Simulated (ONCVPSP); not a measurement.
Potentials for Ni compared

Generated with ld1.x 7.5 (TM, RRKJ, ultrasoft, PAW), atompaw 4.2 or ONCVPSP 4.0.1. The cutoff is in Ry: for ld1.x and atompaw files where the sum of valence levels is converged to 10 mRy in a Bessel basis, for ONCV files where the hardest occupied wave has 1 mHa per electron of residual kinetic energy. The error is the largest all-electron minus pseudo excitation energy over each file’s own four to seven test configurations (ionisations up to +4, promotions, holes and added fractions of an electron), all of which were solved. The labels leave out finer settings (local radius, basis sizes, second energies), which also bear on the numbers. Spin-polarised tests are not counted. The rows are a selection from randomly drawn settings: files with unsolved tests, undetermined cutoffs or missed reference levels are left out.

A true bound ghost makes a file unfit for plane-wave use even where its test errors are small: the radial tests pick states by their node count and pass the ghost by.

| potential | cutoff (Ry) | largest error (meV) | bound ghosts |
| --- | --- | --- | --- |
| ONCV, PBE, fully relativistic, rc 1.40/1.15/1.00 (spd), local smoothed, core correction yes, reference 3s2 3p6 3d8 4s2, qcut 9.4/11.5/16.5, projectors 2/2/1 | 210 | -202 | none |
| ONCV, BLYP, scalar-relativistic, rc 1.25/1.15/1.50 (spd), local p, core correction yes, reference 3s2 3p6 3d8 4s1.5, qcut 12/12.3/9.5, projectors 3/0/2 | 88 | +7.6 | none |
| ONCV, PBE, scalar-relativistic, rc 0.95/1.55/0.85 (spd), local smoothed, core correction yes, reference 3s2 3p6 3d8 4s1.5 4p0.5, qcut 12.3/10.1/15.6, projectors 2/2/2 | 213 | -0.9 | none |
| ONCV, LDA (Perdew-Wang 92), scalar-relativistic, rc 1.45/1.40/1.40 (spd), local d, core correction yes, reference 3s2 3p6 3d8 4s1.5 4p0.5, qcut 10.7/10.8/9.9, projectors 2/3/0 | 88 | -33 | s |
| ONCV, PBEsol, scalar-relativistic, rc 1.40/1.05/1.35 (spd), local smoothed, core correction yes, reference 3s2 3p6 3d8 4s1.5, qcut 8.1/15.7/10.9, projectors 2/2/2 | 97 | -544 | none |

Q: Fill in the row for Ni: ONCV, PBEsol, scalar-relativistic, rc 1.35/0.90/0.75 (spd), local smoothed, core correction yes, reference 3s2 3p6 3d9 4s1, qcut 11.4/15.9/13, projectors 2/1/2.

A: cutoff 760 Ry, largest error -158 meV, bound ghosts: none.
